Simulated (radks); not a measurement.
The numbers below are computed, except where a source is named.
Q: W2+, 72 electrons, occupied as [Xe] 4f14 5d4. Code: a radial shooting solver on a logarithmic mesh with Libxc functionals. Model: scalar-relativistic Kohn-Sham, LDA (Slater exchange, VWN5 correlation), spin-unpolarised, spherical densities, finite nucleus; Fermi nuclear charge, rms radius 5.3658 fm. Some entries of the table are withheld. Estimate them.

orbital,occ.,eigenvalue (eV),<r^2> (bohr^2)
1s,2,-69427.93,0.0004637
2s,2,-11998.58,0.007130
2p,6,-10502.63,(1)
3s,2,(2),(3)
3p,6,-2332.165,0.04704
3d,10,-1820.522,0.03900
4s,2,-584.7370,0.2285
4p,6,-439.2205,(4)
4d,10,-254.5048,(5)
5s,2,-95.4737,1.279
5p,6,-59.5967,1.763
4f,14,-49.7007,0.4639
5d,4,-20.2005,4.130
6s,0,(6),8.573
6p,0,-13.1643,13.34
5f,0,-4.2823,45.51

A: 
(1) 2p <r^2> (bohr^2): 0.005895
(2) 3s eigenvalue (eV): -2775.381
(3) 3s <r^2> (bohr^2): 0.04631
(4) 4p <r^2> (bohr^2): 0.2603
(5) 4d <r^2> (bohr^2): 0.3034
(6) 6s eigenvalue (eV): -19.6309
